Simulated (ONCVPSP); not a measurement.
# chlorine, ONCV: configuration errors across variants

chlorine (Cl), optimised norm-conserving Vanderbilt (ONCV), made with ONCVPSP 4.0.1 (LDA (Perdew-Zunger), scalar-relativistic). Core [Ne], reference 3s2 3p4.75 (charge +0.25). Waves: 3s: rc 1.15 bohr, ncon 4, nbas 8, qcut 6.2 1/bohr, 2 projectors, debl 3.1 Ha; 3p: rc 1.40 bohr, ncon 4, nbas 8, qcut 6.1 1/bohr, 2 projectors, debl 1 Ha; d scattering state at 0.14 Ha: rc 1.45 bohr, ncon 4, nbas 7, qcut 7.6 1/bohr, 2 projectors, debl 0.4 Ha. Local part: polynomial inside 0.90 bohr (lpopt 5, dvloc0 0 Ha). Core correction: Teter function, fcfact 4.25, rcfact 1.35.

All-electron excitation energies from the reference (eV): (1) 3s2 3p5 -2.492; (2) 3s2 3p4 11.480; (3) 3s2 3p3 37.008; (4) 3s1 3p6 9.557.

2 further variants failed, have other tests or too few solved ones, and are left out.

A true bound ghost makes a file unfit for plane-wave use even where its test errors are small: the radial tests pick states by their node count and pass the ghost by.

Errors AE − PS in meV (a dash: test not solved or not reliable):

```
    change   (1)   (2)   (3)   (4)  bound ghosts  GHOST(+) flags above zero
      base  +0.3  +0.2  +9.6  +1.2          none                          s
s: rc 1.02  +0.3  +0.1  +9.3  +0.5             s                       none
s: rc 1.12  +0.3  +0.2  +9.7  +1.1          none                          s
 s: rc 1.2  +0.3  +0.2  +9.5  +1.3          none                          s
s: rc 1.36  +0.3  +0.2  +9.5  +1.2          none                          s
 s: rc 1.5  +0.3  +0.3   +10  +0.4          none                          s
s: rc 1.56  +0.3  +0.3   +11  -0.1          none                          s
s: rc 1.66  +0.3  +0.4   +12  -1.4          none                          s
```

**Question.** Give the same row for: s: rc 1.28.

**Answer.** +0.3, +0.2, +9.4, +1.4; bound ghosts: none; GHOST(+) flags above zero: s.
